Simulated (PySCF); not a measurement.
## Electron correlation in Zn⁺ (zinc, charge +1)

[Ar] 3d10 4s1, 2S determinant. Calculation: PySCF 2.14, in cc-pVDZ-DK; the spin-free X2C one-electron Hamiltonian (Gaussian nucleus). Frozen: [Ar]; 11 electrons correlated.

MP2 pair energies summed by pair of shells (mhartree):

```tsv
pair	energy	share (%)
3d-3d	-380.96	94.4
3d-4s	-22.61	5.6
```

Total MP2 correlation energy: -403.56 mhartree.

Same-spin part -154.84 and opposite-spin part -248.73 mhartree; SCS-MP2 scales them by 1/3 and 6/5 to -350.08 mhartree.

```tsv
level	correlation energy (mhartree)
CCSD	-363.88
(T)	-5.50
CCSD(T)	-369.38
```

Diagnostics: T1 = 0.011, D1 = 0.0264, largest double amplitude 0.019.

Cost of the coupled-cluster step: 2 s of wall time on 1 thread of Neoverse-N1 (shared host), for 11 correlated electrons.

Iterations:

```
CC2 = 0
CCSD nocc = (np.int64(6), np.int64(5)), nmo = (34, 34)
frozen orbitals [[0, 1, 2, 3, 4, 5, 6, 7, 8], [0, 1, 2, 3, 4, 5, 6, 7, 8]]
max_cycle = 100
direct = 0
conv_tol = 1e-08
conv_tol_normt = 1e-06
diis_space = 8
diis_start_cycle = 0
Init t2, MP2 energy = -0.403565509046976
Init E_corr(UCCSD) = -0.40356550925305
cycle = 1  E_corr(UCCSD) = -0.351034824345336  dE = 0.0525306849  norm(t1,t2) = 0.0753926
cycle = 2  E_corr(UCCSD) = -0.366808103673292  dE = -0.0157732793  norm(t1,t2) = 0.0290226
cycle = 3  E_corr(UCCSD) = -0.363695872058878  dE = 0.00311223161  norm(t1,t2) = 0.0144131
cycle = 4  E_corr(UCCSD) = -0.36373075480422  dE = -3.48827453e-05  norm(t1,t2) = 0.002443
cycle = 5  E_corr(UCCSD) = -0.363889988707129  dE = -0.000159233903  norm(t1,t2) = 0.000304193
cycle = 6  E_corr(UCCSD) = -0.363879204768842  dE = 1.07839383e-05  norm(t1,t2) = 8.0168e-05
cycle = 7  E_corr(UCCSD) = -0.363877466413042  dE = 1.7383558e-06  norm(t1,t2) = 1.43023e-05
cycle = 8  E_corr(UCCSD) = -0.363878349765638  dE = -8.83352596e-07  norm(t1,t2) = 3.2244e-06
cycle = 9  E_corr(UCCSD) = -0.363878489459004  dE = -1.39693366e-07  norm(t1,t2) = 7.87133e-07
cycle = 10  E_corr(UCCSD) = -0.363878453545071  dE = 3.59139323e-08  norm(t1,t2) = 1.99898e-07
cycle = 11  E_corr(UCCSD) = -0.363878458654968  dE = -5.10989695e-09  norm(t1,t2) = 5.16311e-08
UCCSD converged
E(UCCSD) = -1794.344210443164  E_corr = -0.3638784586549683
UCCSD(T) correction = -0.00550060700960243
```
